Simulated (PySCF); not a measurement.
Input for PySCF: R-BP86/6-31G* on Br2ClH (a complex).

```python
from pyscf import gto, scf, dft, mp
from pyscf.data.elements import chemcore

mol = gto.M(
    atom='''
    Cl   -0.08714203   -0.25780912    0.07877277
    H     0.95875619    0.48574338    0.07410081
    Br    0.00218653    0.14323600    5.62323763
    Br   -0.11015381   -0.07750799    3.30950344
    ''',
    basis='6-31g*',
    cart=True,
    charge=0, spin=0, verbose=3, max_memory=1800)
mf = dft.RKS(mol, xc='b88,p86')
mf.conv_tol = 1e-8
mf.max_cycle = 100
mf.kernel()
if not mf.converged:
    mf = mf.newton().run(mf.mo_coeff, mf.mo_occ)
```

The log:

```
converged SCF energy = -5609.08005929537
```

The calculation finished and met its thresholds.

Cost: very roughly 6 core-seconds.
